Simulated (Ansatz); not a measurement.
```yaml
crystal:
  periodic: [false, false, false]
  atoms:
    - {symbol: F, position_ang: [3.477590, -3.901002, 2.952800]}
    - {symbol: P, position_ang: [0.842844, -2.971628, 1.964335]}
    - {symbol: F, position_ang: [0.944299, -4.247684, -0.703899]}
    - {symbol: F, position_ang: [1.762428, -0.234163, 1.090938]}
    - {symbol: In, position_ang: [-1.708915, 2.841468, -1.316377]}
    - {symbol: H, position_ang: [-1.590449, 5.234674, 0.886464]}
    - {symbol: H, position_ang: [-0.141404, 3.053481, -4.157785]}
    - {symbol: H, position_ang: [-3.586393, 0.224835, -0.716477]}
basis:
  gaussian: {orbitals: ANO-RCC-VTZP}
hamiltonian: {xc: {name: LC-wPBE}}
```

```sh
$ ansatz run in.yaml --threads 4 --pin off --events-out ev --progress --plain --max-ram 10444MiB
```

Output, abridged:

```
Functional definition: LC-wPBE
1779 factors; their error is unknown
481 factors; integrals over basis functions are off by at most 1.6e-4 eV
mean field evaluation 1: about -177477.9493 eV, gradient 9.3e1 eV
mean field evaluation 2: about -176851.0852 eV, gradient 5.6e2 eV
mean field evaluation 4: about -176950.8061 eV, gradient 2.4e2 eV
mean field evaluation 8: about -177504.4271 eV, gradient 9.9e-1 eV
mean field evaluation 16: about -177504.4203 eV, gradient 2.8e-5 eV
mean field -177504.42026041 eV, -6523.1671277525 hartree, gradient 8.3e-6 eV, S^2 0.000000; 6 other end points of the search recorded, 0 dependent functions left out
reference -177504.42026042 eV, -6523.1671277531 hartree; 47, 47 occupied and 187, 187 virtual orbitals, 1779 factors
Total energy: -177504.42026042 eV, -6523.1671277531 hartree
Relativity: scalar
```

Q: Something in this input is off. What?

A: The coordinates are in bohr but typed as ångström. The calculation finished and met its thresholds. The result belongs to that input, not to the molecule as meant.
